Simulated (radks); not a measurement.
Isoelectronic series with 58 electrons, all held in the configuration [Xe] 4f1 5d1 6s2, which need not be the ground one along the series. Method: scalar-relativistic Kohn-Sham, PBE, spin-polarised, spherical densities, point nucleus; open shells are filled with parallel spins first (spin-orbit coupling, left out, can overturn this in heavy ions); computed with a radial shooting solver on a logarithmic mesh with Libxc functionals. Total energies (hartree) and orbital eigenvalues (hartree) (* marks an orbital that is empty in some or all of the ions):

ion    E (hartree)   5d down*   4f down*      5d up    6s down      6s up
Ce      -8860.4696   -0.09935   -0.18029   -0.12223   -0.13000   -0.14327
Pr+     -9236.8136   -0.40597   -0.75189   -0.43350   -0.36087   -0.37537
Nd2+    -9622.2893   -0.79136   -1.44090   -0.82230   -0.64619   -0.66178
Pm3+   -10016.9278   -1.24083   -2.22635   -1.27469   -0.97749   -0.99409
Sm4+   -10420.7735   -1.74761   -3.09853   -1.78413   -1.35060   -1.36815
Eu5+   -10833.8779   -2.30779   -4.05177   -2.34680   -1.76302   -1.78149
Gd6+   -11256.2984   -2.91881   -5.08232   -2.96021   -2.21312   -2.23249
Tb7+   -11688.0965   -3.57888   -6.18751   -3.62257   -2.69976   -2.72001
Dy8+   -12129.3380   -4.28665   -7.36533   -4.33259   -3.22211   -3.24323
Ho9+   -12580.0923   -5.04111   -8.61424   -5.08924   -3.77955   -3.80154
Er10+  -13040.4322   -5.84145   -9.93300   -5.89173   -4.37164   -4.39448
Tm11+  -13510.4341   -6.68700  -11.32060   -6.73941   -4.99802   -5.02172
Yb12+  -13990.1779   -7.57726  -12.77621   -7.63175   -5.65845   -5.68301
Lu13+  -14479.7469   -8.51177  -14.29913   -8.56833   -6.35274   -6.37817
Hf14+  -14979.2280   -9.49016  -15.88877   -9.54878   -7.08078   -7.10707
Ta15+  -15488.7115  -10.51214  -17.54461  -10.57279   -7.84249   -7.86965
W16+   -16008.2918  -11.57743  -19.26622  -11.64010   -8.63785   -8.66587
Re17+  -16538.0667  -12.68582  -21.05322  -12.75049   -9.46684   -9.49574
Os18+  -17078.1383  -13.83712  -22.90525  -13.90378  -10.32952  -10.35929
Ir19+  -17628.6128  -15.03116  -24.82203  -15.09981  -11.22594  -11.25660
Pt20+  -18189.6007  -16.26781  -26.80329  -16.33843  -12.15619  -12.18774
Au21+  -18761.2171  -17.54695  -28.84879  -17.61954  -13.12038  -13.15284
Hg22+  -19343.5816  -18.86849  -30.95832  -18.94304  -14.11866  -14.15202
Tl23+  -19936.8191  -20.23233  -33.13168  -20.30883  -15.15118  -15.18545

5d down drops below 6s down between Ce and Pr+. 5d up drops below 6s up between Ce and Pr+.
